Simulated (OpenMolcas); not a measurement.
## Co4+ in a point-charge field

Co4+ among 4 point charges of -2 e arranged as a square (D4h), 1.87 Å from the ion.
```
   1.8700    0.0000    0.0000  -2.00
   0.0000    1.8700    0.0000  -2.00
  -1.8700    0.0000    0.0000  -2.00
   0.0000   -1.8700    0.0000  -2.00
```

| Quantity | Value |
| --- | --- |
| Program | OpenMolcas |
| Method | CASSCF |
| Basis | ANO-RCC-VDZP [5s4p2d1f] |
| Scalar Hamiltonian | DKH2, point nucleus |
| Active space | 5 electrons in 5 orbitals (3d) |
| State averaging | 2S+1 = 6 even, 1 root; 2S+1 = 4 even, 24 roots; 2S+1 = 2 even, 75 roots |
| Spin-orbit coupling | RASSI with atomic mean-field integrals over the reference wave functions |

The lowest spin-free states (labels of D4, the rotations of D4h), above the lowest:

```tsv
State	Degeneracy	E (cm-1)	Free-ion L (%)
6A1	1	0.0	S (100)
4E	2	39565	G (87)
4B1	1	39568	G (86)
4B2	1	40531	G (92)
4E	2	41224	G (93)
4A1	1	41816	G (100)
4A2	1	41841	G (90)
4A1	1	42717	G (100)
4E	2	44682	P (56)
4B1	1	49118	D (83)
4B2	1	49794	D (89)
4A2	1	50019	P (90)
4A1	1	53050	D (100)
4E	2	55134	D (54)
2B2	1	58028	I (90)
2E	2	58137	I (90)
2A1	1	58394	I (93)
2A2	1	58670	I (90)
2E	2	58856	I (96)
2B1	1	58897	I (97)
```

The lowest levels with spin-orbit coupling:

| E (cm-1) | Degeneracy | Label | 2S+1 | g |
| --- | --- | --- | --- | --- |
| 0.0 | 2 | E1/2 | 6 | 2.00 6.01 6.01 |
| 0.3 | 2 | E3/2 | 6 | 0.01 0.01 6.01 |
| 0.9 | 2 | E3/2 | 6 | 0.01 0.01 10.01 |
| 39273 | 2 | E3/2 | 4 | 1.41 5.41 5.41 |
| 39368 | 2 | E1/2 | 4 | 0.15 0.15 4.91 |
| 39477 | 2 | E3/2 | 4 | 1.87 2.42 2.42 |
| 39627 | 2 | E1/2 | 4 | 0.02 0.02 10.21 |
| 39676 | 2 | E1/2 | 4 | 0.00 0.00 5.74 |
| 39717 | 2 | E3/2 | 4 | 0.67 0.67 1.61 |
| 40523 | 2 | E3/2 | 4 | 2.85 4.24 4.24 |
| 40605 | 2 | E1/2 | 4 | 0.01 0.01 8.09 |
| 41042 | 2 | E1/2 | 4 | 0.82 0.82 5.34 |
| 41162 | 2 | E1/2 | 4 | 0.82 1.43 1.43 |
| 41276 | 2 | E3/2 | 4 | 0.26 0.26 3.39 |
| 41404 | 2 | E3/2 | 4 | 0.26 0.26 7.60 |
| 41801 | 2 | E3/2 | 4 | 0.00 0.00 5.57 |
| 41811 | 2 | E1/2 | 4 | 1.94 4.62 4.62 |
| 41846 | 2 | E3/2 | 4 | 0.00 0.00 6.07 |
| 41860 | 2 | E1/2 | 4 | 1.92 3.70 3.70 |
| 42706 | 2 | E3/2 | 4 | 0.00 0.00 6.35 |

Powder χT (cm3 K/mol): 4.37 at 2 K, 4.38 at 10 K, 4.38 at 50 K, 4.38 at 100 K, 4.38 at 200 K, 4.38 at 300 K. The effective moment at 300 K is 2.828 √(χT) = 5.92 μB.

The lowest level has 2S+1 = 6, for which the spin-only value is χT = S(S+1) / 2 = 4.375 cm3 K/mol (g = 2). The computed 4.385 at 300 K differs by +0.010, little more than the free-electron g of 2.0023 accounts for.

Without dynamic correlation the repulsion within the d shell is too large (B by tens of per cent), so at a given field states of lower spin stand too high. Point charges give a weaker field than real ligands, and real ions of this kind are often low spin; the high spin found here belongs to the model. This is an electrostatic model: the charges have no orbitals. No measured value stands beside these numbers.
